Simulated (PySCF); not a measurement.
ZnH, SMILES [ZnH+] (connectivity only; charge and spin as stated), charge +1, multiplicity 1.

Geometry optimised at PBE-D3(BJ)/def2-TZVPD. The spin state was assumed, not searched.

The numbers are results of CAM-B3LYP/def2-TZVPD in PySCF, not measurements.

Gas-phase values at a fixed geometry.

```json
{
 "total_energy": "-1779.75288 hartree",
 "point_group": "C∞v",
 "highest_occupied_level": "-18.06 eV",
 "lowest_empty_level": "-9.35 eV",
 "orbital_gap": "8.71 eV",
 "dipole_moment_about_the_centre_of_nuclear_charge": "0.330 e·Å",
 "mean_static_polarisability": "17.9 bohr³ (2.65 Å³)",
 "polarisability_principal_values": "14.9, 14.9, 23.8 bohr³"
}
```
